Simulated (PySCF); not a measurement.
# Two-dimensional NMR puzzle

Compound of formula C3H10B3N3. Correlations simulated from computed shifts and the bond graph:

HSQC (one-bond C–H):
| δH | δC |
| --- | --- |
| 6.26 | 150.4 |
| 5.44 | 121.1 |
| 5.02 | 121.1 |
| 4.01 | 56.8 |

COSY cross peaks (H two or three bonds apart, from the bond graph; peaks can be absent where the dihedral angle is near 90°):
| δH | δH |
| --- | --- |
| 6.26 | 5.44 |
| 6.26 | 5.02 |
| 6.26 | 4.01 |
| 5.44 | 5.02 |

HMBC (two and three bonds, from the bond graph):
| δH | δC |
| --- | --- |
| 6.26 | 121.1, 56.8 |
| 5.44 | 150.4, 56.8 |
| 5.02 | 150.4, 56.8 |
| 4.67 | 56.8 |
| 4.01 | 150.4, 121.1 |

- geometry: PBE0-D3(BJ)/def2-SVP
- σ from GIAO-PBE0/pcSseg-1
- code: PySCF
- gas phase, non-relativistic Hamiltonian, single conformer, rapidly exchanging positions averaged

Chemical shifts δ = σref − σ; TMS for 1H (31.27 ppm) and 13C (184.41 ppm), all at this level.

Exchangeable hydrogens are left out of these lists.

**Question.** Work out the connectivity.

**Answer.** SMILES C=CCN1BNBNB1.

Atoms are numbered as in `[CH2:1]=[CH:2][CH2:3][N:4]1[BH:5][NH:6][BH:7][NH:8][BH:9]1`; H(Xn) means a hydrogen on atom n. Ha(C1) is cis to C3; Hb(C1) is trans to C3.

δC 150.4 is C2, an alkene CH (δH 6.26). δC 121.1 is C1, a terminal =CH2 carbon (δH 5.44, 5.02). δC 56.8 is C3, an allylic sp3 CH2 bonded to N (δH 4.01). COSY links 6.26–5.44, 6.26–5.02, 6.26–4.01, 5.44–5.02.

This is the structure that produced the data.

Exchangeable OH/NH protons stand at their gas-phase positions; hydrogen bonding in a real sample shifts them, mostly to higher δ. Hydrogens on boron are broadened and split by 11B (spin 3/2, 80 %) and 10B (spin 3). Shifts are as computed. Against solution values, carbons near 30 ppm lie about +2 ppm off and those near 130 ppm about +5 ppm. Of 1211 compounds with measured shifts, 218 miss one by over three times the rms of a fit or turn the order of signals round; such compounds aren't used in these exercises.
